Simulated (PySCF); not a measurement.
System (SMILES): F[C]F (closed-shell singlet).
Geometry (B3LYP-D3(BJ)/def2-TZVP, fixed):
```
C
F 1 1.3036
F 1 1.3036 2 104.75
```
Charge 0, spin multiplicity 1.

Basis-set convergence of the lowest singlet excitation energy at CAM-B3LYP with PySCF. Tamm-Dancoff approximation; the state is taken by its order, and sets in which it differs in degeneracy or brightness are left out, yet its character can still change. All functions are spherical. Density fitting with generated auxiliary sets. No added dispersion term, no relativity. Reference: the value in d-aug-cc-pVTZ, 5.094 eV, itself unsure by roughly 0.006 eV (its mean distance from aug-cc-pVQZ, aug-pcseg-2, aug-cc-pVTZ). Deviations are taken from unrounded values.

| basis | functions | lowest singlet excitation energy (eV) | minus reference (eV) |
|---|---|---|---|
| cc-pVDZ | 42 | 5.075 | -0.020 |
| def2-SVP | 42 | 5.022 | -0.073 |
| pcseg-1 | 42 | 5.125 | 0.031 |
| 6-311+G** | 66 | 5.072 | -0.023 |
| aug-cc-pVDZ | 69 | 5.084 | -0.010 |
| 6-311++G(2d,2p) | 81 | 5.088 | -0.007 |
| d-aug-cc-pVDZ | 96 | 5.076 | -0.018 |
| d-aug-cc-pVTZ | 186 | 5.094 | 0.000 |
| def2-QZVPPD | 195 | 5.094 | -0.001 |

The smallest set listed that lies within 0.05 eV of the reference with all its larger relatives (same family, alike in diffuse functions; a set with none counts only in the reference's own line) is cc-pVDZ (42 functions, -0.020 eV off), level with pcseg-1. Inside, with no larger relative to test it: def2-QZVPPD. (Relatives not listed, tested too: cc-pVTZ 0.024, pcseg-2 0.006, 6-311++G(3df,3pd) 0.002, jun-cc-pV(T+d)Z 0.001, aug-cc-pVTZ 0.002, cc-pVQZ 0.013, pcseg-3 -0.005, aug-cc-pVQZ -0.003 eV.)
